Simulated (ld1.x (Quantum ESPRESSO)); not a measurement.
**carbon (C): TM pseudisation with LDA (PZ), non-relativistic reference atom.**

```
Element                 : C
Generator               : ld1.x (Quantum ESPRESSO) 7.5
Type                    : norm-conserving Troullier–Martins (Kleinman–Bylander form)
Functional              : LDA (PZ)
Relativity              : non-relativistic
Frozen core             : [He]
Valence charge          : 4
Reference configuration : 2s2 2p2
Partial waves           : 2p (bound): rc 2.40 bohr; 2s (bound): rc 1.35 bohr
Local potential         : the s channel
Core correction         : a·sin(br)/r model core inside 0.85 bohr
```

Poles of the logarithmic derivatives, all-electron (AE) and pseudo (PS). s: poles at -0.6, 5.0 (AE) and -0.6, 4.7 (PS) Ry. p: poles at 0.0, 4.7 (AE) and 0.0 (PS) Ry. Test radius 2.59 bohr.

- Cutoffs needed: 30 Ry and 70 Ry (the cutoffs (Ry, on a coarse ladder) from which the occupation-weighted sum of valence levels, in a spherical-Bessel basis at the reference potential, stays within 10 and 1 mRy of its value at 400 Ry)
- Ghost test: no extra level below or beside the all-electron valence levels (p, s, d, f tested) (spherical-Bessel basis up to 400 Ry, 20 bohr box)
- Largest excitation error: +1126 meV (all-electron minus pseudo) for 2s1 2p0, out of 7 test configurations
